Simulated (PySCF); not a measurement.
H₃ClO₂Si, singlet, geometry from GFN2-xTB; CAMB3LYP/6-31G, TDDFT (PySCF).

Input for PySCF:
```python
from pyscf import gto, scf, dft, tdscf

mol = gto.M(
    atom='''
Si    0.153545   -0.236696    0.476307
O    -0.818316   -1.515991    0.384265
O    -0.623876    0.909879    1.322555
Cl    0.594312    0.502025   -1.357202
H     1.347537   -0.738391    1.116573
H    -1.760624   -1.438360    0.252561
H    -0.302314    1.804976    1.380445
''',
    basis='6-31g',
    charge=0,
    spin=0,
    verbose=4,
)

mf = dft.RKS(mol)
mf.xc = 'camb3lyp'
mf.kernel()
td = mf.TDDFT()
td.nstates = 5
td.kernel()
td.analyze()
```

Predict the main parts of the log of this PySCF run.


```
PySCF version 2.14.0

[INPUT] verbose = 4
[INPUT] num. atoms = 7
[INPUT] num. electrons = 50
[INPUT] charge = 0
[INPUT] spin (= nelec alpha-beta = 2S) = 0
[INPUT] symmetry False subgroup None
[INPUT] Mole.unit = angstrom
[INPUT] Symbol           X                Y                Z      unit          X                Y                Z       unit  Magmom
[INPUT]  1 Si     0.153545000000  -0.236696000000   0.476307000000 AA    0.290157997796  -0.447290614780   0.900089781213 Bohr   0.0
[INPUT]  2 O     -0.818316000000  -1.515991000000   0.384265000000 AA   -1.546393123350  -2.864807797306   0.726155609256 Bohr   0.0
[INPUT]  3 O     -0.623876000000   0.909879000000   1.322555000000 AA   -1.178954775689   1.719422116493   2.499266734674 Bohr   0.0
[INPUT]  4 Cl     0.594312000000   0.502025000000  -1.357202000000 AA    1.123086912543   0.948689757685  -2.564740075712 Bohr   0.0
[INPUT]  5 H      1.347537000000  -0.738391000000   1.116573000000 AA    2.546475872718  -1.395356762844   2.110017168084 Bohr   0.0
[INPUT]  6 H     -1.760624000000  -1.438360000000   0.252561000000 AA   -3.327097168336  -2.718106468529   0.477271119746 Bohr   0.0
[INPUT]  7 H     -0.302314000000   1.804976000000   1.380445000000 AA   -0.571290663622   3.410910301413   2.608662980025 Bohr   0.0

nuclear repulsion = 232.273053768692
number of shells = 30
number of NR pGTOs = 148
number of NR cGTOs = 50
basis = 6-31g
ecp = {}

******** <class 'pyscf.dft.rks.RKS'> ********
method = RKS
initial guess = minao
damping factor = 0
level_shift factor = 0
DIIS = <class 'pyscf.scf.diis.CDIIS'>
diis_start_cycle = 1
diis_space = 8
diis_damp = 0
SCF conv_tol = 1e-09
SCF conv_tol_grad = None
SCF max_cycles = 50
direct_scf = True
direct_scf_tol = 1e-13
XC library pyscf.dft.libxc version 7.1.2
    S. Lehtola, C. Steigemann, M. J. T. Oliveira, and M. A. L. Marques,  SoftwareX 7, 1–5 (2018)
XC functionals = camb3lyp
    T. Yanai, D. P. Tew, and N. C. Handy,  Chem. Phys. Lett. 393, 51 (2004)
radial grids:
    Treutler-Ahlrichs [JCP 102, 346 (1995); DOI:10.1063/1.469408] (M4) radial grids

becke partition: Becke, JCP 88, 2547 (1988); DOI:10.1063/1.454033
pruning grids: <function nwchem_prune>
grids dens level: 3
symmetrized grids: False
atomic radii adjust function: <function treutler_atomic_radii_adjust>
small_rho_cutoff = 0
Set gradient conv threshold to 3.16228e-05
Initial guess from minao.
tot grids = 95648
init E= -902.407258059897
  HOMO = -0.389634634161742  LUMO = 0.0174790082075236  gap/eV = 11.07813
cycle= 1 E= -901.684568603168  delta_E= 0.723  |g|= 0.92  |ddm|= 2.44
  HOMO = -0.268256561121322  LUMO = 0.0742422630159496  gap/eV = 9.31987
cycle= 2 E= -901.625732906709  delta_E= 0.0588  |g|= 1.13  |ddm|= 1.68
  HOMO = -0.38427433958971  LUMO = 0.0566273566220163  gap/eV = 11.99755
cycle= 3 E= -901.859945297129  delta_E= -0.234  |g|= 0.0647  |ddm|= 0.896
  HOMO = -0.393846225174721  LUMO = 0.0643388367218574  gap/eV = 12.46785
cycle= 4 E= -901.861039129162  delta_E= -0.00109  |g|= 0.023  |ddm|= 0.123
  HOMO = -0.390389292431135  LUMO = 0.0657855500190607  gap/eV = 12.41315
cycle= 5 E= -901.861198969223  delta_E= -0.00016  |g|= 0.00182  |ddm|= 0.0352
  HOMO = -0.39090322852944  LUMO = 0.0654143853279803  gap/eV = 12.41703
cycle= 6 E= -901.861200227397  delta_E= -1.26e-06  |g|= 0.000442  |ddm|= 0.00417
  HOMO = -0.390816141380177  LUMO = 0.0654351879299471  gap/eV = 12.41523
cycle= 7 E= -901.861200295102  delta_E= -6.77e-08  |g|= 0.000251  |ddm|= 0.00103
  HOMO = -0.390823036641235  LUMO = 0.065444787669303  gap/eV = 12.41568
cycle= 8 E= -901.861200306824  delta_E= -1.17e-08  |g|= 5.11e-05  |ddm|= 0.00022
  HOMO = -0.390826632827598  LUMO = 0.0654420231712343  gap/eV = 12.41570
cycle= 9 E= -901.861200307621  delta_E= -7.98e-10  |g|= 3.72e-06  |ddm|= 9.31e-05
  HOMO = -0.390825778472057  LUMO = 0.0654428378730747  gap/eV = 12.41570
Extra cycle  E= -901.861200307632  delta_E= -1.07e-11  |g|= 1.43e-06  |ddm|= 1.17e-05
converged SCF energy = -901.861200307632

******** <class 'pyscf.tdscf.rks.TDDFT'> for <class 'pyscf.dft.rks.RKS'> ********
nstates = 5 singlet
deg_eia_thresh = 1.000e-03
wfnsym = None
conv_tol = 1e-05
eigh lindep = 1e-12
eigh level_shift = 0
eigh max_cycle = 100

Excitation energies (eV)
[8.61649624 8.82346958 8.96340786 9.10082886 9.41837368]

** Singlet excitation energies and oscillator strengths **
Excited State   1:      8.61650 eV    143.89 nm  f=0.0199
      22 -> 26       -0.24441
      23 -> 26       -0.50408
      23 -> 27       -0.12470
      24 -> 26       -0.19256
      25 -> 26       -0.24259
      25 -> 27        0.19519
Excited State   2:      8.82347 eV    140.52 nm  f=0.0410
      21 -> 27       -0.10947
      22 -> 26        0.24045
      22 -> 27        0.11058
      23 -> 26        0.25104
      25 -> 26       -0.47085
      25 -> 27        0.28063
Excited State   3:      8.96341 eV    138.32 nm  f=0.0444
      22 -> 27       -0.13757
      23 -> 26       -0.14526
      23 -> 27        0.14212
      24 -> 26        0.46278
      24 -> 27       -0.12526
      24 -> 28       -0.18701
      25 -> 26       -0.29266
      25 -> 27       -0.21771
      25 -> 28        0.14357
Excited State   4:      9.10083 eV    136.23 nm  f=0.0520
      21 -> 27        0.10307
      22 -> 26        0.12024
      22 -> 27       -0.22855
      23 -> 27        0.10716
      23 -> 28       -0.12619
      24 -> 26       -0.39856
      24 -> 28        0.13068
      25 -> 26       -0.22673
      25 -> 27       -0.36387
Excited State   5:      9.41837 eV    131.64 nm  f=0.0063
      20 -> 26       -0.21218
      21 -> 27       -0.13337
      23 -> 27        0.25847
      23 -> 28        0.14547
      24 -> 26       -0.14055
      24 -> 27       -0.32170
      25 -> 27        0.24259
      25 -> 28        0.35833

** Transition electric dipole moments (AU) **
state          X           Y           Z        Dip. S.      Osc.
  1        -0.0698      0.0105     -0.2988      0.0943      0.0199
  2         0.1662     -0.3156      0.2500      0.1897      0.0410
  3         0.4011     -0.1456     -0.1412      0.2020      0.0444
  4        -0.1263     -0.0379     -0.4647      0.2334      0.0520
  5        -0.1344      0.0737      0.0616      0.0273      0.0063

** Transition velocity dipole moments (imaginary part, AU) **
state          X           Y           Z        Dip. S.      Osc.
  1        -0.0273      0.0179     -0.1212      0.0158      0.0332
  2         0.0774     -0.1006      0.1050      0.0271      0.0558
  3         0.1426     -0.0506     -0.0790      0.0291      0.0589
  4        -0.0275     -0.0094     -0.1976      0.0399      0.0795
  5        -0.0610      0.0400      0.0286      0.0061      0.0118

** Transition magnetic dipole moments (imaginary part, AU) **
state          X           Y           Z
  1         0.8382      0.0923     -0.2120
  2         0.1183     -0.5048      0.4713
  3        -0.3589      0.3078      0.5546
  4        -0.1795      0.1494      0.1129
  5        -0.1167      0.3852     -0.1567
```
